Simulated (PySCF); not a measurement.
**Spinor energies of Pm²²⁺ (promethium, charge +22)**

Start: [Kr] 4d3; 4d3/2 filled at m_j = -1/2, +1/2, +3/2. Calculated with PySCF 2.14 in an uncontracted even-tempered set (18 s from 1.5 bohr⁻², ratio 2.8; 14 p from 2 bohr⁻², ratio 2.8; 9 d from 2 bohr⁻², ratio 2.8; 4 f from 7.8 bohr⁻², ratio 3): generalised Hartree-Fock with the X2C-1e Hamiltonian and a Gaussian nucleus; spin-orbit coupling (SO) screened by Boettger's factors.

| spinor shell | electrons | ε, screened SO (eV) | weight of nominal j (screened SO) | rms radius, screened SO (bohr) |
| --- | --- | --- | --- | --- |
| 1s1/2 | 2 | -46042.9 | 1.000 | 0.0264 |
| 2s1/2 | 2 | -8137.5 | 1.000 | 0.107 |
| 2p1/2 | 2 | -7726.9 | 1.000 | 0.0918 |
| 2p3/2 | 4 | -7160.0 | 1.000 | 0.0979 |
| 3s1/2 | 2 | -2302.8 | 1.000 | 0.277 |
| 3p1/2 | 2 | -2127.4 | 1.000 | 0.268 |
| 3p3/2 | 4 | -2008.8 | 1.000 | 0.280 |
| 3d3/2 | 4 | -1708.8 | 0.997 | 0.251 |
| 3d5/2 | 6 | -1680.1 | 0.998 | 0.255 |
| 4s1/2 | 2 | -908.84 | 1.000 | 0.589 |
| 4p1/2 | 2 | -838.78 | 0.980 | 0.600 |
| 4d3/2 | 3 | -690.53 | 0.929 | 0.631 |

**Question.** Where does 4p3/2 lie, and what is the 4p spin-orbit splitting (screened SO)?

**Answer.** At -798.32 eV, 40.461 eV above 4p1/2.

```
   quantity  screened SO
E (hartree)  -9812.80286
        M_J          3/2
       ⟨J²⟩        4.306
       ⟨L²⟩        9.772
       ⟨S²⟩        2.734
```

The determinant has a definite M_J but mixes levels of different J.

Each row is a mean over spinors that exchange with the open shell spreads, by up to 8.978 eV (4p1/2).

Breit and QED terms are absent; they matter most for the inner s and p1/2 levels.

Densities and radii are taken from the X2C orbitals without a picture-change correction, which distorts them close to the nucleus.
